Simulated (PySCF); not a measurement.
**How far are cheaper levels from CCSD(T)/CBS for GeS?**

PySCF; the state is a singlet (closed shell). The composite is CCSD(T) extrapolated to the basis-set limit from two correlation-consistent sets, with core-valence (CV) and scalar-relativistic (SR) terms as its label shows; it has no spin–orbit coupling and nothing beyond (T). Here it is CCSD(T)/CBS(DT)+CV. It gives Re = 2.016 Å, ωe = 575 cm⁻¹ and De = 5.68 eV to Ge + S.

```csv
level,basis,relativity,Re (Å),ωe (cm⁻¹),De (eV)
RHF-MP2,"6-31G(d,p)",no relativity,2.028,585,5.21
RHF-SCS-MP2,x2c-SVPall,spin-free X2C,2.019,588,5.13
RHF-CCSD,x2c-SVPall,spin-free X2C,2.014,598,4.87
RHF-CCSD,def2-SVP,no relativity,2.019,600,4.89
PBE,pcseg-1,no relativity,2.052,551,5.87
r²SCAN,pcseg-1,no relativity,2.031,576,5.68
r²SCAN,def2-SVP,no relativity,2.023,584,5.78
r²SCAN,def2-TZVPP,no relativity,2.019,584,5.82
r²SCANh,"6-31G(d,p)",no relativity,2.022,586,5.54
MN15,def2-SVP,no relativity,2.000,613,5.77
```

Question: Give the difference of each row from the composite.

Answer: 

```
      level       basis  ΔRe (pm)  Δωe (%)  ΔDe (eV)
    RHF-MP2  6-31G(d,p)      +1.2     +1.7     -0.47
RHF-SCS-MP2  x2c-SVPall      +0.3     +2.3     -0.55
   RHF-CCSD  x2c-SVPall      -0.2     +4.0     -0.81
   RHF-CCSD    def2-SVP      +0.3     +4.3     -0.79
        PBE     pcseg-1      +3.6     -4.2     +0.19
     r²SCAN     pcseg-1      +1.5     +0.2     +0.00
     r²SCAN    def2-SVP      +0.7     +1.6     +0.10
     r²SCAN  def2-TZVPP      +0.3     +1.6     +0.14
    r²SCANh  6-31G(d,p)      +0.6     +1.9     -0.14
       MN15    def2-SVP      -1.6     +6.6     +0.09
```

Question: Which rows come closest in De?

Answer: r²SCAN in pcseg-1 (+0.00 eV), counted from the composite.

Measured (Huber and Herzberg, Constants of Diatomic Molecules (1979)): Re = 2.012086 Å, ωe = 575.8 cm⁻¹; the composite is off by +3.5 mÅ and -1.1 cm⁻¹.

Correlated steps freeze the inner cores (9 to 14 orbitals); shallow outer-core shells are correlated. Correlated levels converge slowly with the basis: in double zeta they bind strong bonds too weakly, by up to about 1 eV, and carry superposition errors of some tenths. Where the molecule has an RHF reference, its open-shell atoms are computed with UHF. The CCSD T1 diagnostic is raised in GeS, a sign that a single reference may not be enough there.
